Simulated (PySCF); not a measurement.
PySCF 2.14 output of an unrestricted wB97M-V calculation on a single atom or ion in aug-cc-pVDZ-DK, with scalar relativity by spin-free X2C-1e:

```
SCF conv_tol = 1e-09
number electrons alpha = 3  beta = 1
    N. Mardirossian and M. Head-Gordon.,  J. Chem. Phys. 144, 214110 (2016)
cycle= 1 E= -14.4187928808084  delta_E= -0.000858  |g|= 0.00417  |ddm|= 0.171
cycle= 2 E= -14.4188210909174  delta_E= -2.82e-05  |g|= 0.000796  |ddm|= 0.0297
cycle= 3 E= -14.4188231089949  delta_E= -2.02e-06  |g|= 0.000119  |ddm|= 0.00742
cycle= 4 E= -14.4188232054465  delta_E= -9.65e-08  |g|= 8.01e-06  |ddm|= 0.00128
cycle= 5 E= -14.4188232057891  delta_E= -3.43e-10  |g|= 6.78e-08  |ddm|= 7.62e-05
converged SCF energy = -14.4188232057891  <S^2> = 2.0000093  2S+1 = 3.0000062
```

The run itself started from symmetry-adapted Hartree-Fock orbitals and held the occupation by maximum overlap, on a logarithmic radial grid, so the iterations belong to that start.

Task: Which element, charge and spin multiplicity is this?

Result: Be (beryllium, neutral), multiplicity 3; the state was [He] 2p2, high-spin 3P determinant (an excited configuration).
